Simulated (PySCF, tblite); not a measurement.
Isomers of C5H11NO2Si. All values are computed: GFN2-xTB (tblite) harmonic vibrations without scaling, gas phase. This tight-binding method is rough: wavenumbers can miss measured ones by several per cent, in bad cases by 10 to 20. Modes of hydrogen on silicon can be 10 to 20 % off. One conformer each.

Electronic energies: PBE0/pcSseg-1 single points on the GFN2-xTB geometries (PySCF, gas phase).

| SMILES | electronic energy, lowest = 0 (kcal/mol) |
| --- | --- |
| [H]/N=C/C(C)(C)[SiH2]OC=O | 11.0 |
| O=C(O)[C@H]1C[C@H](N[SiH3])C1 | 20.9 |
| CO/C(=C/[SiH3])CC(N)=O | 32.0 |
| CN[Si@H]1CCOC(=O)C1 | 0.0 |

Q: How do GFN2-xTB zero-point energies change the relative energies?

A: 
```json
{"SMILES": "CN[Si@H]1CCOC(=O)C1", "ZPE (kcal/mol)": "99.4", "of it from modes above 1550 cm⁻¹": "49.0", "electronic (kcal/mol)": "0.0", "with ZPE, lowest = 0 (kcal/mol)": "0.0", "lowest mode (cm⁻¹)": "55", "rings": "1"}
{"SMILES": "[H]/N=C/C(C)(C)[SiH2]OC=O", "ZPE (kcal/mol)": "96.2", "of it from modes above 1550 cm⁻¹": "50.4", "electronic (kcal/mol)": "11.0", "with ZPE, lowest = 0 (kcal/mol)": "7.7", "lowest mode (cm⁻¹)": "60", "rings": "0"}
{"SMILES": "O=C(O)[C@H]1C[C@H](N[SiH3])C1", "ZPE (kcal/mol)": "96.2", "of it from modes above 1550 cm⁻¹": "47.8", "electronic (kcal/mol)": "20.9", "with ZPE, lowest = 0 (kcal/mol)": "17.7", "lowest mode (cm⁻¹)": "25", "rings": "1"}
{"SMILES": "CO/C(=C/[SiH3])CC(N)=O", "ZPE (kcal/mol)": "94.3", "of it from modes above 1550 cm⁻¹": "50.3", "electronic (kcal/mol)": "32.0", "with ZPE, lowest = 0 (kcal/mol)": "26.9", "lowest mode (cm⁻¹)": "37", "rings": "0"}
```

The zero-point energies span 5.1 kcal/mol, from `CO/C(=C/[SiH3])CC(N)=O` to `CN[Si@H]1CCOC(=O)C1`. The order is unchanged.

Q: And how do the electronic energies of GFN2-xTB itself compare?

A: `CN[Si@H]1CCOC(=O)C1` 1.7; `[H]/N=C/C(C)(C)[SiH2]OC=O` 4.5; `O=C(O)[C@H]1C[C@H](N[SiH3])C1` 0.0; `CO/C(=C/[SiH3])CC(N)=O` 28.3 kcal/mol, lowest = 0. Against the energies above, taken from the same isomer `CN[Si@H]1CCOC(=O)C1`, the largest difference is 22.6 kcal/mol.

Q: What do entropy and thermal enthalpy add at 298.15 K and 1 bar (rigid rotor, harmonic oscillator, one conformer each)?

A: 
```
                   SMILES  point group  symmetry number  S (cal/(mol K))  H − H(0) (kcal/mol)  ZPE + H − H(0) − TS (kcal/mol)
      CN[Si@H]1CCOC(=O)C1           C1                1             99.6                 7.11                            76.8
[H]/N=C/C(C)(C)[SiH2]OC=O           C1                1            105.8                 8.05                            72.7
   CO/C(=C/[SiH3])CC(N)=O           C1                1            108.1                 8.06                            70.1
```

Not tabulated: `O=C(O)[C@H]1C[C@H](N[SiH3])C1` (lowest mode only 25 cm⁻¹).
